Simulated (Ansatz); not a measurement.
Energy needed to pull apart CHBOSe (SMILES [Se]=C1BO1), singlet, into free ground-state atoms, from the structure below (displaced at random from a GFN2-xTB minimum); no zero-point or spin–orbit terms; open-shell atoms are treated unrestricted, in their ground-state multiplicity.

| atom | x (Å) | y (Å) | z (Å) |
| --- | --- | --- | --- |
| Se1 | -2.3237 | -0.3525 | -0.2285 |
| C2 | -0.6280 | -0.0529 | -0.0523 |
| B3 | 0.7731 | 0.3431 | 0.0324 |
| O4 | 0.4454 | -0.9428 | 0.1963 |
| H5 | 1.7447 | 1.0000 | 0.0543 |

Ansatz 0.2.0; basis: def2-TZVPP; cores frozen in the correlated methods. Filled d shells of the heavier atoms are correlated. The def2 sets are not built for correlating such inner shells, so the correlated values are less sure here.

```json
{"method": "PBE-D4", "atomization energy (kJ/mol)": "2070"}
{"method": "BLYP-D4", "atomization energy (kJ/mol)": "?"}
{"method": "r2SCAN-D4", "atomization energy (kJ/mol)": "1988"}
{"method": "PBE0-D4", "atomization energy (kJ/mol)": "1975"}
{"method": "r2SCAN0-D4", "atomization energy (kJ/mol)": "1909"}
{"method": "wB97M-V", "atomization energy (kJ/mol)": "1951"}
{"method": "HF", "atomization energy (kJ/mol)": "?"}
{"method": "MP2", "atomization energy (kJ/mol)": "1980"}
{"method": "CCSD", "atomization energy (kJ/mol)": "1810"}
{"method": "CCSD(T)", "atomization energy (kJ/mol)": "1875"}
```

**Question.** What does HF give? (An estimate is asked for; the value comes from the calculation.)

**Answer.** By the calculation: 1247 kJ/mol, which is about 628 kJ/mol less than CCSD(T)/def2-TZVPP.

**Question.** What does BLYP-D4 give? (To be estimated.)

**Answer.** The calculation gives: 1987 kJ/mol, which is about 112 kJ/mol more than CCSD(T)/def2-TZVPP.

In triple zeta the MP2 and coupled-cluster atomization energies are still short of their basis limit by a few kcal/mol a bond, whereas those of the functionals are nearly converged, so these differences are not deviations from converged CCSD(T).

The T1 diagnostic stays at or below 0.018. The restricted Hartree–Fock reference is unstable towards an unrestricted one here.

For scale, one of the runs: CCSD(T)/def2-TZVPP forces, 155 basis functions (an equivalent command: `ansatz run in.yaml --threads 4`). The run took 110 s on 4 CPU threads (shared host), with 2 GiB of host memory at its peak.
